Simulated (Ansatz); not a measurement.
Start from `B[CH2][GeH2][CH3]` and change one atom or group to get `B[CH2][GeH3]`.

Ansatz, PBE0-D4/def2-TZVP geometries, multiplicity 1. Each molecule was computed in one conformer, which needn't be the lowest.

Scalar relativity is left out up to krypton.

| property | `B[CH2][GeH2][CH3]` |
| --- | --- |
| LUMO energy (PBE0/def2-TZVPP) / eV | -0.77 |
| LUMO energy (PBE/def2-TZVPP) / eV | -1.73 |
| LUMO energy (B3LYP/def2-TZVPP) / eV | -0.98 |
| LUMO energy (ωB97M-V/def2-TZVPP) / eV | 1.09 |
| size of the dipole moment (B3LYP/def2-TZVPP) / D | 1.70 |
| HOMO–LUMO gap (PBE/def2-TZVPP) / eV | 5.47 |

(1) What does the change do to each property? (An estimate is asked.)

Answers

(1) Computed: 
```tsv
property	`B[CH2][GeH3]`	shift
LUMO energy (PBE0/def2-TZVPP) / eV	-1.26	-0.49
LUMO energy (PBE/def2-TZVPP) / eV	-2.22	-0.49
LUMO energy (B3LYP/def2-TZVPP) / eV	-1.48	-0.50
LUMO energy (ωB97M-V/def2-TZVPP) / eV	0.60	-0.49
size of the dipole moment (B3LYP/def2-TZVPP) / D	1.04	-0.66
HOMO–LUMO gap (PBE/def2-TZVPP) / eV	5.36	-0.11
```

With PBE0 the HOMO falls by 0.42 eV and the LUMO falls by 0.49 eV, so the gap narrows by about 0.07 eV. PBE moves the HOMO by -0.38 eV and ωB97M-V by -0.43 eV. Dipoles are sizes alone; their direction can turn.

B3LYP here is the variant with VWN-RPA as its local correlation; programs differ in this.
